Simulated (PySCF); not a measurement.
**Lu(2+): excitation energy**

Lu(2+) [Xe] 4f14 6s1 (2S) → Lu(2+) [Xe] 4f14 6p1 (2P), as a difference of total energies. Computed with PySCF 2.14 in cc-pVDZ-X2C, with the spin-free X2C one-electron Hamiltonian (Gaussian nucleus). Correlated levels: valence: [Kr] 4d10 frozen; valence and next inner shell: [Ar] 3d10 frozen. The calculations carry no spin-orbit coupling.

| method | excitation energy (cm⁻¹) |
| --- | --- |
| UHF | 39364 |
| LDA | 41552 |
| PBE | 39796 |
| PBE0 | 39708 |
| r2SCAN | 38845 |
| revPBE | 38948 |
| M06-2X | 39476 |
| TPSS | 38401 |
| MP2 (valence) | 42015 |
| SCS-MP2 (valence) | 41463 |
| MP2 (valence and next inner shell) | 42122 |
| SCS-MP2 (valence and next inner shell) | 41558 |

A first-order spin-orbit estimate (lowest level to lowest level, LS coupling) adds -0.373 eV.

The basis was made for the ground configuration and has no added diffuse functions, so the excitation energy can come out too high.
